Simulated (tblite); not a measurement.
Compound: C3H8O2Si2.
SMILES with atom numbers: `[O:1]=[C:2](/[CH:3]=[CH:4]\[SiH3:5])[O:6][SiH3:7]` (hydrogens: H8 on C3; H9 on C4; H10, H11, H12 on Si5; H13, H14, H15 on Si7)

Computed with GFN2-xTB (tblite), gas phase: L-BFGS steps from a force-field or distance-geometry start until the largest atomic force falls under 0.01 eV/Å.

Step 12: E = -602.2125 eV
```
atom  x, y, z in Å  |  force x, y, z in eV/Å
O1      0.3551    0.8357    0.0707    0.005  -0.019   0.051
C2      0.4231   -0.3487   -0.1836   -0.002   0.039   0.013
C3     -0.7422   -1.1524   -0.5366   -0.137  -0.020  -0.035
C4     -1.9282   -0.5557   -0.6527   -0.103  -0.067  -0.025
Si5    -2.2444    1.2929   -0.3913    0.179  -0.023   0.043
O6      1.5655   -1.0195   -0.1474   -0.053   0.038  -0.004
Si7     3.0370   -0.3211    0.1717    0.120   0.091   0.052
H8     -0.5698   -2.2111   -0.6922   -0.020   0.067   0.030
H9     -2.7926   -1.1633   -0.8884    0.066  -0.062  -0.063
H10    -3.5820    1.5166   -0.9520   -0.170  -0.073  -0.049
H11    -1.3671    2.1969   -1.1045    0.097   0.058  -0.107
H12    -2.3478    1.5112    1.0439    0.110   0.025   0.124
H13     2.9138    0.6646    1.2458    0.038  -0.098  -0.095
H14     3.5009    0.2811   -1.0837   -0.048  -0.048   0.128
H15     3.7743   -1.5192    0.5728   -0.081   0.091  -0.062
```

Step 13: E = -602.2183 eV
```
atom  x, y, z in Å  |  force x, y, z in eV/Å
O1      0.3579    0.8377    0.0807   -0.040   0.023   0.047
C2      0.4245   -0.3451   -0.1784   -0.059  -0.040  -0.034
C3     -0.7417   -1.1502   -0.5359   -0.102  -0.020  -0.020
C4     -1.9305   -0.5592   -0.6562   -0.023  -0.049  -0.003
Si5    -2.2351    1.2908   -0.3919    0.124   0.005   0.028
O6      1.5668   -1.0154   -0.1474   -0.111   0.015  -0.007
Si7     3.0374   -0.3183    0.1727    0.046   0.017   0.013
H8     -0.5659   -2.2088   -0.6899   -0.014   0.070   0.028
H9     -2.7928   -1.1700   -0.8937    0.085  -0.034  -0.057
H10    -3.5773    1.5075   -0.9462   -0.166  -0.061  -0.048
H11    -1.3702    2.2040   -1.1121    0.095   0.021  -0.087
H12    -2.3374    1.5144    1.0428    0.119   0.020   0.119
H13     2.9093    0.6620    1.2406    0.044   0.000   0.019
H14     3.4925    0.2812   -1.0798    0.007   0.003   0.033
H15     3.7581   -1.5227    0.5672   -0.004   0.030  -0.029
```

Step 14: E = -602.2213 eV
```
atom  x, y, z in Å  |  force x, y, z in eV/Å
O1      0.3583    0.8386    0.0865   -0.071   0.024   0.035
C2      0.4240   -0.3436   -0.1763   -0.081  -0.046  -0.037
C3     -0.7428   -1.1493   -0.5358   -0.038  -0.004  -0.002
C4     -1.9321   -0.5614   -0.6579    0.007  -0.004   0.006
Si5    -2.2286    1.2901   -0.3918    0.033   0.037   0.010
O6      1.5660   -1.0130   -0.1474   -0.095   0.004  -0.007
Si7     3.0382   -0.3166    0.1734   -0.041  -0.031  -0.013
H8     -0.5639   -2.2067   -0.6883   -0.011   0.037   0.019
H9     -2.7915   -1.1742   -0.8975    0.060  -0.029  -0.058
H10    -3.5781    1.5018   -0.9442   -0.086  -0.061  -0.015
H11    -1.3698    2.2080   -1.1176    0.074  -0.014  -0.064
H12    -2.3298    1.5163    1.0446    0.125   0.013   0.078
H13     2.9078    0.6605    1.2381    0.044   0.056   0.084
H14     3.4882    0.2813   -1.0772    0.039   0.034  -0.030
H15     3.7498   -1.5237    0.5637    0.042  -0.017  -0.008
```

Step 15: E = -602.2237 eV
```
atom  x, y, z in Å  |  force x, y, z in eV/Å
O1      0.3572    0.8391    0.0911   -0.096   0.009   0.018
C2      0.4219   -0.3428   -0.1754   -0.076  -0.020  -0.016
C3     -0.7444   -1.1488   -0.5358    0.011   0.014   0.010
C4     -1.9336   -0.5628   -0.6590    0.016   0.041   0.008
Si5    -2.2234    1.2903   -0.3914   -0.047   0.060  -0.002
O6      1.5636   -1.0113   -0.1476   -0.054  -0.001  -0.006
Si7     3.0380   -0.3159    0.1738   -0.100  -0.042  -0.020
H8     -0.5629   -2.2046   -0.6868   -0.007  -0.007   0.008
H9     -2.7894   -1.1778   -0.9013    0.024  -0.027  -0.058
H10    -3.5802    1.4965   -0.9431   -0.001  -0.059   0.021
H11    -1.3680    2.2104   -1.1227    0.048  -0.046  -0.041
H12    -2.3220    1.5179    1.0474    0.127   0.006   0.027
H13     2.9078    0.6604    1.2379    0.045   0.067   0.100
H14     3.4861    0.2819   -1.0758    0.049   0.046  -0.055
H15     3.7449   -1.5247    0.5612    0.062  -0.041   0.003
```

Problem. Estimate the geometry and energy of step 16. (The exact step hangs on the optimiser's Hessian estimate; all steps are aligned on step 15, rigid shifts and turns removed.)

Solution. E = -602.2267 eV, largest force 0.135 eV/Å
```
atom  x, y, z in Å  |  force x, y, z in eV/Å
O1      0.3539    0.8398    0.0970   -0.117  -0.012  -0.004
C2      0.4180   -0.3416   -0.1745   -0.054   0.022   0.022
C3     -0.7466   -1.1478   -0.5357    0.047   0.023   0.017
C4     -1.9356   -0.5639   -0.6604    0.011   0.082   0.003
Si5    -2.2177    1.2915   -0.3908   -0.116   0.068  -0.011
O6      1.5593   -1.0093   -0.1480   -0.003  -0.002  -0.003
Si7     3.0357   -0.3155    0.1741   -0.123  -0.029  -0.015
H8     -0.5624   -2.2019   -0.6848   -0.002  -0.056  -0.006
H9     -2.7864   -1.1828   -0.9074   -0.012  -0.010  -0.052
H10    -3.5827    1.4886   -0.9412    0.084  -0.048   0.059
H11    -1.3646    2.2123   -1.1299    0.010  -0.083  -0.012
H12    -2.3096    1.5201    1.0514    0.125   0.000  -0.037
H13     2.9090    0.6616    1.2398    0.044   0.045   0.080
H14     3.4847    0.2836   -1.0750    0.044   0.042  -0.049
H15     3.7405   -1.5265    0.5580    0.063  -0.043   0.006
```

The energy changes by -0.0030 eV. The first-order estimate −F·Δx gives -0.0040 eV and the mean of the old and new forces, exact on a quadratic surface, -0.0030 eV. The step makes an angle of 58° with the force vector and moves no atom by more than 0.013 Å.

The cost below is that of the whole relaxation. On one thread of an Arm Neoverse N1, shared host with 64 logical CPUs at a one-minute load of 58, this took 1.4 s of wall time.
